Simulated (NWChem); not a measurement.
Species: GaF, singlet; SMILES [F][Ga]

```xyz
2

Ga     0.0000     0.0000    -0.3983
F      0.0000     0.0000     1.3878
```
Atoms are numbered in this order, from 1.

All runs: NWChem. Low-valent species are run as closed-shell singlets; no triplet was tried in these runs. The geometry was optimised at B3LYP/6-31G* (spherical d). Ions are spin-unrestricted doublets at the neutral geometry; other ion states weren't tried.

### Question
Taking PBE/def2-QZVP as the yardstick, which of these has the fewest basis functions while keeping “vertical ionisation energy, ΔSCF (eV)” within 0.1 eV of it: PBE/pcseg-2; PBE/pcseg-1; PBE/def2-TZVPP; PBE/3-21G; PBE/aug-pcseg-1?

### Answer
PBE/pcseg-1.
| level | basis functions | vertical ionisation energy, ΔSCF (eV) |
|---|---|---|
| PBE/3-21G | 31 | 9.70 |
| PBE/pcseg-1 | 41 | 10.47 |
| PBE/aug-pcseg-1 | 59 | 10.50 |
| PBE/pcseg-2 | 73 | 10.44 |
| PBE/def2-TZVPP | 79 | 10.42 |
| PBE/def2-QZVP | 132 | 10.44 |

The yardstick is one finite set, not the basis-set limit.
